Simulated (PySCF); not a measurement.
SMILES CC1(C)C(C)(OBO1)C (GFN2-xTB optimised geometry):

```
22

C     -1.135    -1.194     1.573
C     -1.062    -0.657     0.139
C     -1.296    -1.810    -0.835
O     -2.117     0.299     0.000
B     -1.582     1.543     0.000
O     -0.227     1.543     0.000
C      0.233     0.196    -0.139
C      1.385    -0.046     0.834
C      0.755     0.052    -1.574
H     -2.117    -1.636     1.726
H     -1.020    -0.383     2.288
H     -0.376    -1.950     1.749
H     -2.210    -2.326    -0.554
H     -1.413    -1.450    -1.852
H     -0.468    -2.513    -0.791
H     -2.220     2.513     0.000
H      1.101     0.203     1.851
H      2.220     0.592     0.553
H      1.705    -1.083     0.789
H     -0.035     0.265    -2.289
H      1.550     0.779    -1.727
H      1.150    -0.945    -1.750
```

Method: PBE0/def2-SVP in PySCF.

Problem. What are the frontier orbital energies and the dipole moment?

Solution. HOMO-2 -9.54 eV, HOMO-1 -8.77 eV, HOMO -7.78 eV, LUMO 1.24 eV, LUMO+1 1.43 eV; dipole moment 2.54 D.

On the same geometry PBE/def2-SVP (PySCF 2.14.0) gives HOMO-2 -7.71 eV, HOMO-1 -7.30 eV, HOMO -6.28 eV, LUMO 0.23 eV, LUMO+1 0.58 eV; dipole moment 2.52 D.

Meta-Löwdin charges at PBE0/def2-SVP: C1 -0.31, C2 0.23, C3 -0.31, O4 -0.39, B5 0.29, O6 -0.39, C7 0.23, C8 -0.31, C9 -0.31, H10 0.11, H11 0.10, H12 0.10, H13 0.11, H14 0.11, H15 0.10, H16 0.00, H17 0.11, H18 0.11, H19 0.10, H20 0.10, H21 0.11, H22 0.10.
